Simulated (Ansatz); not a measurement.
`N[SiH]([SiH3])Br` + H₂O → `N[SiH](O)Br` + SiH₄ at 298.15 K and 1 bar (formal hydrolysis of the Si–Si bond).

Program: Ansatz. Geometries: PBE0-D4/def2-TZVP. ΔE: electronic, gas phase. CCSD(T)/CBS is the MP2 limit (def2-TZVPP, def2-QZVPP) plus CCSD(T) − MP2 in def2-TZVPP, frozen cores. This one scheme is used for every species. For Br outer-core shells are correlated without core-valence functions, which leaves a few kJ/mol of doubt a bond. Scalar relativity is left out up to krypton. One conformer a species, not always the lowest.

| species | CCSD(T)/CBS energy (Eh) | H − E (kJ/mol) | S (J/(mol·K)) |
| --- | --- | --- | --- |
| `N[SiH]([SiH3])Br` | -3209.86330 | 183.8 | 368.2 |
| H₂O | -76.37941 | 66.4 | 188.7 |
| `N[SiH](O)Br` | -2994.82102 | 152.3 | 334.1 |
| SiH₄ | -291.46306 | 92.1 | 204.8 |

H − E and S are ideal-gas, rigid-rotor, harmonic terms from PBE0-D4/def2-TZVP, for one conformer and one mirror image of each species. 1 Eh = 2625.50 kJ/mol, R = 8.31446 J/(mol·K).

Q: By hand: ΔE, ΔH, ΔS and ΔG.

A: ΔE = (-2994.82102) + (-291.46306) − (-3209.86330) − (-76.37941) = -0.04137 Eh = -108.6 kJ/mol. Δ(H − E) = 152.3 + 92.1 − 183.8 − 66.4 = -5.8, so ΔH = -114.4 kJ/mol. ΔS = 334.1 + 204.8 − 368.2 − 188.7 = -18.0 J/(mol·K). ΔG = -114.4 − 298.15 × (-18.0)/1000 = -109.0 kJ/mol.

Q: By hand: the equilibrium constant, and the temperature at which ΔG would vanish if ΔH and ΔS stayed fixed.

A: log₁₀ K = −ΔG/(RT ln 10) = 19.1. ΔG = 0 at ΔH/ΔS = 6356 K, far beyond where these terms or the molecules hold.

ΔH outweighs TΔS. A doubt of 5 kJ/mol in ΔE shifts log₁₀ K by 0.9 here. Other conformers and mirror images would add mixing entropy, several J/(mol·K) or more a flexible species. These are equilibria of isolated gas molecules and say nothing of rates. Largest T1 diagnostic: 0.011 (customary marks: 0.02 for closed shells, 0.045 for open ones).
